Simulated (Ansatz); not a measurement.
(BeO)4 cube (Be₄O₄). Total charge 0; singlet. Geometry B3LYP-D4/def2-SVP.

```csv
atom,x (Å),y (Å),z (Å)
Be1,1.044,-0.085,-0.719
Be2,0.160,0.909,0.874
Be3,-0.207,-1.112,0.579
Be4,-0.997,0.288,-0.733
O5,0.248,1.331,-0.693
O6,1.193,-0.344,0.877
O7,-0.191,-1.087,-1.045
O8,-1.249,0.101,0.860
```

Another isomer (singlet) lies 1.70 eV lower at PBE0-D4/def2-TZVP; other spin states weren't run for this one.

Estimate the orbital energies around the gap (eV) in Ansatz with PBE-D4/def2-TZVP, BLYP-D4/def2-TZVP, PBE0-D4/def2-SVP, PBE0-D4/def2-TZVP, r2SCAN0-D4/def2-TZVP.


```
orbital  PBE-D4/def2-TZVP  BLYP-D4/def2-TZVP  PBE0-D4/def2-SVP  PBE0-D4/def2-TZVP  r2SCAN0-D4/def2-TZVP
HOMO−13            -22.49             -22.32            -25.58             -25.42                -26.27
HOMO−12            -22.49             -22.32            -25.58             -25.42                -26.27
HOMO−11            -10.52             -10.30            -12.80             -12.40                -12.67
HOMO−10             -9.74              -9.59            -11.87             -11.39                -11.61
 HOMO−9             -9.74              -9.59            -11.87             -11.39                -11.61
 HOMO−8             -9.18              -9.03            -11.26             -10.85                -11.09
 HOMO−7             -9.18              -9.03            -11.26             -10.85                -11.09
 HOMO−6             -9.18              -9.03            -11.26             -10.85                -11.09
 HOMO−5             -7.24              -7.14             -9.14              -8.72                 -8.91
 HOMO−4             -7.24              -7.14             -9.14              -8.72                 -8.91
 HOMO−3             -7.24              -7.14             -9.14              -8.72                 -8.91
 HOMO−2             -6.81              -6.74             -8.68              -8.32                 -8.52
 HOMO−1             -6.81              -6.74             -8.68              -8.32                 -8.52
   HOMO             -6.81              -6.73             -8.68              -8.32                 -8.52
   LUMO             -2.67              -2.66             -1.95              -1.84                 -1.53
 LUMO+1             -1.22              -1.22             -0.51              -0.41                 -0.08
 LUMO+2             -1.22              -1.22             -0.51              -0.41                 -0.08
 LUMO+3             -1.22              -1.22             -0.51              -0.41                 -0.08
 LUMO+4              1.03               1.02              2.28               1.65                  2.00
 LUMO+5              1.03               1.02              2.28               1.65                  2.00
```
